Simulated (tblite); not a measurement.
**Question.** Give a GFN2-xTB geometry of `C#C[Si](O)(O)O[SiH2]C=C`.

**Answer.** 
```xyz
17
C4H8O3Si2 angstrom
C     -3.071    2.056   -0.444
C     -2.548    1.080    0.020
Si    -1.738   -0.425    0.745
O     -1.990   -0.509    2.351
O     -2.307   -1.794    0.095
O     -0.160   -0.299    0.419
Si     1.136   -0.872   -0.373
C      2.391    0.526   -0.249
C      3.657    0.427   -0.622
H     -3.530    2.910   -0.853
H     -1.576    0.127    2.927
H     -3.081   -2.200    0.472
H      1.588   -2.085    0.316
H      0.764   -1.159   -1.760
H      2.046    1.476    0.143
H      4.056   -0.493   -1.020
H      4.356    1.247   -0.551
```

Any rigid rotation of these coordinates is as good. Atoms count from 1 in this order. The C–Si distances run from 1.857 Å (C2–Si3, drawn single) to 1.883 Å (Si7–C8, drawn single), a spread of 0.026 Å. Si3 (oxygen-bound silicon) is tetrahedral (angles from 106.5° to 112.0°). Si7 (oxygen-bound silicon) is distorted tetrahedral (angles from 103.8° to 112.2°). The C–C distances run from 1.201 Å (C1≡C2, drawn triple) to 1.323 Å (C8=C9, drawn double), a spread of 0.122 Å.

Bonds between heavy atoms (Å): C1≡C2 1.201, C2–Si3 1.857, Si3–O4 1.628, Si3–O5 1.618, Si3–O6 1.617, O6–Si7 1.623, Si7–C8 1.883, C8=C9 1.323.

Computed geometry: GFN2-xTB, gas phase.

Point group: C1 (no symmetry element, even within 0.4 Å). Its lowest GFN2-xTB frequency is 15 cm⁻¹, too small to tell a flat minimum from a shallow saddle. The numbers are those of one conformer (C2–Si3–O4–H -69°, C2–Si3–O5–H -87°, C2–Si3–O6–Si7 -114°, Si3–O6–Si7–C8 165°, O6–Si7–C8–C9 171°).
